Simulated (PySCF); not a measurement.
BH + 2 Cl₂ → BCl₃ + HCl

Level: PBE0 in the def2-TZVP basis family, all electrons, no relativity, computed in PySCF with density fitting; open shells unrestricted.

```json
{"species": "BH", "state and structure": "singlet, C∞v, B–H 1.241 Å", "E (Eh)": "-25.24752", "ZPE (kJ/mol)": "13.9", "H(298 K) − H(0) (kJ/mol)": "8.7", "S° (J/(mol K))": "172.0"}
{"species": "Cl₂", "state and structure": "singlet, D∞h, Cl–Cl 1.982 Å", "E (Eh)": "-920.08940", "ZPE (kJ/mol)": "3.5", "H(298 K) − H(0) (kJ/mol)": "9.1", "S° (J/(mol K))": "222.5"}
{"species": "BCl₃", "state and structure": "singlet, D3h, B–Cl 1.737 Å (×3)", "E (Eh)": "-1405.13595", "ZPE (kJ/mol)": "20.2", "H(298 K) − H(0) (kJ/mol)": "14.0", "S° (J/(mol K))": "289.2"}
{"species": "HCl", "state and structure": "singlet, C∞v, H–Cl 1.279 Å", "E (Eh)": "-460.66440", "ZPE (kJ/mol)": "17.9", "H(298 K) − H(0) (kJ/mol)": "8.7", "S° (J/(mol K))": "186.6"}
```

(1) What is the electronic reaction energy?

(2) Add zero-point, thermal and entropy terms for 298.15 K and 1 bar.

Results:

(1) At PBE0/def2-TZVP, ΔE = -982.0 kJ/mol from the differences of the total energies times 2625.5, downhill. 

(2) ΔZPE = 17.2 and Δ[H(298) − H(0)] = -4.2 kJ/mol give ΔH° = -969.0 kJ/mol. ΔS° = -141.2 J/(mol K), so ΔG° = -969.0 − 298.15 × (-0.1412) = -927 kJ/mol.

The structures come from searches over a few start shapes, so lower isomers are not excluded.
